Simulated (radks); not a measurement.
Task: Sm+, 61 electrons, occupied as [Kr] 4d10 4f7 5s2 5p5 6s1 (not the ground configuration). Calculated with a radial shooting solver on a logarithmic mesh with Libxc functionals: Dirac Kohn-Sham, HCTH/407, spin-unpolarised, spherical densities, point nucleus; open shells fill j = l - 1/2 first. Some entries of the table are withheld. Estimate them.

| orbital | occ. | eigenvalue (eV) | r(max) (bohr) |
|---|---|---|---|
| 1s1/2 | 2 | -46625.60 | 0.01449 |
| 2s1/2 | 2 | (1) | 0.08232 |
| 2p1/2 | 2 | -7231.547 | 0.06236 |
| 2p3/2 | 4 | -6628.637 | 0.06799 |
| 3s1/2 | 2 | -1673.619 | 0.2338 |
| 3p1/2 | 2 | -1503.487 | 0.2208 |
| 3p3/2 | 4 | -1381.192 | 0.2328 |
| 3d3/2 | 4 | -1085.927 | 0.1854 |
| 3d5/2 | 6 | -1059.291 | 0.1888 |
| 4s1/2 | 2 | -335.0278 | 0.5398 |
| 4p1/2 | 2 | (2) | 0.5455 |
| 4p3/2 | 4 | (3) | 0.5713 |
| 4d3/2 | 4 | (4) | 0.5829 |
| 4d5/2 | 6 | (5) | 0.5914 |
| 5s1/2 | 2 | -48.9059 | 1.268 |
| 5p1/2 | 2 | -31.5994 | (6) |
| 5p3/2 | 3 | -28.1311 | (7) |
| 6s1/2 | 1 | -8.4060 | 3.460 |
| 5d3/2 | 0 | -7.3515 | 2.073 |
| 4f5/2 | 6 | -7.2548 | 0.6164 |
| 5d5/2 | 0 | -7.1246 | 2.119 |
| 4f7/2 | 1 | -6.7430 | 0.6220 |
| 6p1/2 | 0 | -5.6549 | 4.331 |
| 6p3/2 | 0 | -5.3677 | 4.602 |

Result: 
(1) 2s1/2 eigenvalue (eV): -7626.182
(2) 4p1/2 eigenvalue (eV): -269.7273
(3) 4p3/2 eigenvalue (eV): -242.9677
(4) 4d3/2 eigenvalue (eV): -135.4437
(5) 4d5/2 eigenvalue (eV): -130.6708
(6) 5p1/2 r(max) (bohr): 1.391
(7) 5p3/2 r(max) (bohr): 1.468
